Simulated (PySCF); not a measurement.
# Spin states of TlB⁺

Unrestricted PBE0; Tl def2-SVPD with ECP60, B def2-SVPD; scalar-relativistic core potentials (PySCF 2.14). Outer shells of the fragments: Tl+ 5d10 6s2; B 2s2 2p1.

Followed along the bond (rough minima from three points):

| 2Ms+1 | unpaired | ⟨S²⟩ at the start | R at minimum (Å) | Te (eV) |
| --- | --- | --- | --- | --- |
| 2 | σ ↑ | 0.76 | 3.09 | 0.00 |
| 2 | π ↑ | 0.76 | 2.84 | 0.44 |
| 4 | σ ↑↑, π ↑ | 3.76 | 2.36 | 2.91 |

Solutions found at the starting distance of 2.345 Å, counted from the lowest of them; the search is not exhaustive and high or unbound solutions are not listed, so other states can lie among these:

| 2Ms+1 | unpaired | term | E (eV) | ⟨S²⟩ | ⟨Lz²⟩ | μ (D) |
| --- | --- | --- | --- | --- | --- | --- |
| 2 | π ↑ | ²Π | 0.00 | 0.76 | 1.00 | 1.79 |
| 2 | σ ↑ | ²Σ⁺ | 0.06 | 0.76 | 0.00 | 3.21 |
| 4 | σ ↑↑, π ↑ | ⁴Π | 2.24 | 3.76 | 1.00 | 1.61 |
| 4 | σ ↑, π ↑↑ | ⁴Σ⁻ | 2.45 | 3.76 | 0.00 | 0.61 |
| 2 | σ ↑↑, π ↓ | mixed | 3.36 | 1.75 | 1.00 | 1.51 |
| 2 | σ ↑, π ↑↓ | mixed | 3.66 | 1.76 | 2.01 | 0.74 |
| 2 | σ ↓, π ↑↑ | mixed | 4.17 | 1.76 | 0.00 | 0.49 |
| 2 | σ ↑ | mixed | 4.48 | 0.92 | 2.00 | 1.39 |
| 4 | σ ↑, π ↑↑ | mixed | 5.59 | 3.77 | 2.01 | 4.12 |
| 4 | σ ↑↑↑ | ⁴Σ⁺ | 8.71 | 3.75 | 0.00 | 7.05 |

A term symbol is given only where ⟨S²⟩ and ⟨Lz²⟩ are close to those of a pure state; real π, δ and φ orbitals otherwise mix terms. A positive dipole points towards B; it is taken about the centre of mass and depends on that origin.

Question: Compare the gap between the two lowest followed solutions at the starting distance with the gap between their minima.

Answer: At PBE0 the second solution (doublet, unpaired electrons π ↑) lies -0.06 eV from the first (doublet, unpaired electrons σ ↑) at 2.345 Å and +0.44 eV at the minima; the two curves relax by different amounts, since their minima lie near 2.84 and 3.09 Å.

Spin–orbit coupling is left out, which matters for elements this heavy, above all for dissociation energies. Counting both spins, an empty level lies below a filled one in some of these solutions, because spin and occupation are held.
